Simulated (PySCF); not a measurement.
## Two-component Hartree-Fock for Au⁻ (gold, charge -1)

Start: [Xe] 4f14 5d10 6s2. Calculated with PySCF 2.14 in x2c-SVPall-2c with one added diffuse shell each of s, d type (8s9p10d2f, 99 functions): generalised Hartree-Fock with the X2C-1e Hamiltonian and a Gaussian nucleus; one run each with spin-orbit coupling (SO) switched off, then screened by Boettger's factors.

```tsv
spinor shell	electrons	ε, spin-free (eV)	ε, screened SO (eV)	weight of nominal j (screened SO)	rms radius, screened SO (bohr)
1s1/2	2	-81164.7	-81134.0	1.000	0.0191
2s1/2	2	-14467.3	-14457.7	1.000	0.0769
2p1/2	2	-12519.1	-13841.1	1.000	0.0651
2p3/2	4	-12519.1	-11999.7	1.000	0.0731
3s1/2	2	-3478.2	-3475.1	1.000	0.196
3p1/2	2	-2904.1	-3198.7	1.000	0.188
3p3/2	4	-2904.1	-2786.1	1.000	0.204
3d3/2	4	-2280.5	-2331.0	1.000	0.180
3d5/2	6	-2280.5	-2243.9	1.000	0.183
4s1/2	2	-786.52	-785.66	1.000	0.432
4p1/2	2	-594.99	-666.40	1.000	0.438
4p3/2	4	-594.99	-566.29	1.000	0.471
4d3/2	4	-359.86	-370.61	1.000	0.487
4d5/2	6	-359.86	-351.88	1.000	0.496
5s1/2	2	-121.03	-120.98	1.000	0.999
4f5/2	6	-96.837	-98.663	1.000	0.544
4f7/2	8	-96.837	-94.893	1.000	0.546
5p1/2	2	-67.877	-79.529	1.000	1.13
5p3/2	4	-67.877	-63.143	1.000	1.17
5d3/2	4	-5.835	-7.005	1.000	1.71
6s1/2	2	-1.152	-1.174	1.000	4.15
```

(1) Where does 5d5/2 lie, and what is the 5d spin-orbit splitting (screened SO)?

| quantity | spin-free | screened SO |
| --- | --- | --- |
| E (hartree) | -18996.50618 | -19025.63903 |
| M_J | 0 | 0 |
| ⟨J²⟩ | 0.000 | 0.000 |
| ⟨L²⟩ | 0.000 | 0.149 |
| ⟨S²⟩ | 0.000 | 0.149 |

The basis lacks diffuse functions for the outer shell of this anion, so its levels lie too high.

Breit and QED terms are absent; they matter most for the inner s and p1/2 levels.

Densities and radii are taken from the X2C orbitals without a picture-change correction, which distorts them close to the nucleus.

Without spin-orbit coupling the j labels of p, d and f shells carry no meaning; the spin-free column gives the mean over the occupied spinors of each nl shell.

## Answers

(1) At -5.089 eV, 1.916 eV above 5d3/2.
